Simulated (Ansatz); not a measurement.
O3W (SMILES [O]=[W](=[O])=[O]) moved off its minimum; all values from Ansatz (a first-principles code), cores frozen in correlated methods. Elements past Kr take the def2 small-core potentials, without spin–orbit coupling.
(charge 0, multiplicity 1)
```xyz
4

W      0.03802     0.08236    -0.01518
O      1.15646    -0.70975    -0.99074
O     -0.72960    -1.10903     0.96833
O     -1.11913     0.84348    -0.96611
```

Forces at r2SCAN/def2-TZVPP (eV/Å):

```json
[
 {"atom": "W1", "Fx": "0.766", "Fy": "0.524", "Fz": "3.616"},
 {"atom": "O2", "Fx": "1.530", "Fy": "-1.245", "Fz": "-1.813"},
 {"atom": "O3", "Fx": "-0.321", "Fy": "-0.270", "Fz": "0.029"},
 {"atom": "O4", "Fx": "-1.975", "Fy": "0.991", "Fz": "-1.832"}
]
```

### Question
Give the forces (eV/Å), the total energy and the dipole at CCSD(T)/def2-TZVPPD.

### Answer

```tsv
atom	Fx	Fy	Fz
W1	0.995	0.889	3.923
O2	2.186	-1.586	-2.255
O3	-0.648	-0.789	0.593
O4	-2.534	1.486	-2.261
```
Energy -292.0877 hartree, dipole 5.46 D.
